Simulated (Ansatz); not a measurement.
Cost and result for the atomization energy of C3H8BFO2 (`CC(C)OB(O)F`) (15 atoms, 14 bonds).

```
atom    x (Å)    y (Å)    z (Å)
  C1   0.8033  -0.0675  -1.3020
  C2   0.4464   0.0337   0.1654
  C3   1.4154  -0.7095   1.0555
  O4  -0.8495  -0.5347   0.3802
  B5  -1.9715   0.1905   0.2359
  O6  -1.9540   1.5098  -0.1036
  F7  -3.1407  -0.4251   0.4429
  H8   0.0869   0.4842  -1.9137
  H9   1.7966   0.3496  -1.4821
 H10   0.8043  -1.1131  -1.6198
 H11   0.4153   1.0892   0.4567
 H12   1.1191  -0.6273   2.1025
 H13   1.4406  -1.7684   0.7876
 H14   2.4219  -0.3000   0.9470
 H15  -2.8343   1.8886  -0.1527
```

Total charge 0; spin multiplicity 1. Geometry: relaxed with PBE0-D4/def2-TZVP. It is one conformer, not always the lowest. Program: Ansatz. All runs use 2 threads of an AMD EPYC 7R13 on a shared host and a share of an NVIDIA H100 80 GB. Times are those of one run each, without the atoms' runs, and a repeat can differ threefold. Electronic energies, without spin–orbit coupling; frozen cores. CCSD(T)/CBS adds CCSD(T) − MP2 in def2-TZVPP to the MP2 limit, and its time is that of the two runs behind it. T1 = 0.011. B3LYP takes the VWN-RPA correlation (the form of Gaussian; ORCA's B3LYP/G).

CCSD(T)/CBS is a level of theory with its own doubt, some kJ/mol a heavy atom from the limit and from the frozen cores, so smaller differences don't rank the functionals.

```
                             level  functions  wall time
                PBE0-D4/def2-TZVPP        329      1.9 s
r2SCAN-D4/def2-TZVPP (with forces)        329      2.1 s
 B3LYP-D4/def2-TZVPP (with forces)        329      2.1 s
                 B2PLYP/def2-TZVPP        329      2.3 s
                ωB97X-V/def2-TZVPP        329      2.4 s
   PBE-D4/def2-TZVPP (with forces)        329        3 s
                    MP2/def2-QZVPP        639      3.7 s
  ωB97M-V/def2-TZVPP (with forces)        329      4.1 s
                CCSD(T)/def2-TZVPP        329      7.5 s
                 CCSD(T)/CBS(def2)          –       11 s
```

(1) What atomization energy does each give, and how far from CCSD(T)/CBS? (Estimate.)

## Answers

(1) The calculation gave: 
```csv
level,atomization (kJ/mol),difference from CCSD(T)/CBS,per bond
PBE0-D4/def2-TZVPP,6391.2,17.4,1.2
r2SCAN-D4/def2-TZVPP (with forces),6401.1,27.3,1.9
B3LYP-D4/def2-TZVPP (with forces),6367.1,-6.7,-0.5
B2PLYP/def2-TZVPP,6320.2,-53.6,-3.8
ωB97X-V/def2-TZVPP,6374.9,1.1,0.1
PBE-D4/def2-TZVPP (with forces),6509.9,136.1,9.7
MP2/def2-QZVPP,6457.3,83.5,6.0
ωB97M-V/def2-TZVPP (with forces),6395.8,22.0,1.6
CCSD(T)/def2-TZVPP,6227.8,-146.0,-10.4
CCSD(T)/CBS(def2),6373.8,0.0,0.0
```

From PBE to PBE0 (25 % exact exchange), in def2-TZVPP and without D4, the atomization energy moves by −114.3 kJ/mol: exact exchange takes away binding that semilocal exchange gives to molecules. The D4 term adds +44.2 kJ/mol with B3LYP and +23.6 kJ/mol with PBE0; it sums over pairs of atoms, weighted by their polarisabilities, and B3LYP, whose exchange is more repulsive, gets the larger term. In def2-TZVPP, CCSD(T) changes the Hartree–Fock value by +1468.7 kJ/mol (the triples alone add +86.7 kJ/mol) and MP2 by +1612.0 kJ/mol; breaking electron pairs costs correlation energy, which Hartree–Fock lacks.
